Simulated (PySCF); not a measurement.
thiophene (C4H4S), singlet, at a GFN2-xTB geometry. Base run: PySCF with CCSD(T)/STO-3G.

Input for PySCF:
```python
from pyscf import gto, scf, cc

mol = gto.Mole()
mol.atom = '''
    S     0.008638   -0.007341    1.192886
    C     0.002988    1.225833   -0.005095
    C    -0.003171   -1.225678   -0.020136
    C    -0.007387    0.715073   -1.261196
    C    -0.010941   -0.699498   -1.269875
    H     0.007731    2.253480    0.299008
    H    -0.003601   -2.256990    0.271334
    H    -0.012358    1.318248   -2.151350
    H    -0.018915   -1.291672   -2.167363
'''
mol.basis = 'sto-3g'
mol.charge = 0
mol.spin = 0
mol.verbose = 4
mol.build()

mf = scf.RHF(mol)
mf.kernel()

mycc = cc.CCSD(mf)
mycc.kernel()
et = mycc.ccsd_t()
print('E(CCSD(T)) = %.10f' % (mycc.e_tot + et))
```

Each row names what was changed in the base input (with any setting that the change needs).

```json
[
 {"change": "base", "ΔE vs base (kcal/mol)": "0.000", "MP2 correlation (Eh)": "-0.27005", "CC correlation without the perturbative part (Eh)": "-0.32128", "basis functions": "33"},
 {"change": "method = ccsd", "ΔE vs base (kcal/mol)": "3.89", "MP2 correlation (Eh)": "-0.27005", "CC correlation without the perturbative part (Eh)": "-0.32128", "basis functions": "33"},
 {"change": "cc.level_shift = 0.2", "ΔE vs base (kcal/mol)": "0.000", "MP2 correlation (Eh)": "-0.27005", "CC correlation without the perturbative part (Eh)": "-0.32128", "basis functions": "33"},
 {"change": "cc.direct = True", "ΔE vs base (kcal/mol)": "0.000", "MP2 correlation (Eh)": "-0.27005", "CC correlation without the perturbative part (Eh)": "-0.32128", "basis functions": "33"},
 {"change": "frozen = 9", "ΔE vs base (kcal/mol)": "[?]", "MP2 correlation (Eh)": "[?]", "CC correlation without the perturbative part (Eh)": "[?]", "basis functions": "33"},
 {"change": "method = cisd", "ΔE vs base (kcal/mol)": "[?]", "MP2 correlation (Eh)": "-", "CC correlation without the perturbative part (Eh)": "-", "basis functions": "33"},
 {"change": "cc.conv_tol = 1e-5", "ΔE vs base (kcal/mol)": "0.000", "MP2 correlation (Eh)": "-0.27005", "CC correlation without the perturbative part (Eh)": "-0.32129", "basis functions": "33"},
 {"change": "cc.iterative_damping = 0.8", "ΔE vs base (kcal/mol)": "0.000", "MP2 correlation (Eh)": "-0.27005", "CC correlation without the perturbative part (Eh)": "-0.32128", "basis functions": "33"},
 {"change": "cc.diis_space = 3", "ΔE vs base (kcal/mol)": "0.000", "MP2 correlation (Eh)": "-0.27005", "CC correlation without the perturbative part (Eh)": "-0.32128", "basis functions": "33"},
 {"change": "method = mp2", "ΔE vs base (kcal/mol)": "[?]", "MP2 correlation (Eh)": "-0.27005", "CC correlation without the perturbative part (Eh)": "-", "basis functions": "33"}
]
```

**Question.** Some entries are withheld; supply them.

**Answer.** 
- frozen = 9, ΔE vs base (kcal/mol): 1.44
- frozen = 9, MP2 correlation (Eh): -0.26745
- frozen = 9, CC correlation without the perturbative part (Eh): -0.31907
- method = cisd, ΔE vs base (kcal/mol): 29.13
- method = mp2, ΔE vs base (kcal/mol): 36.04
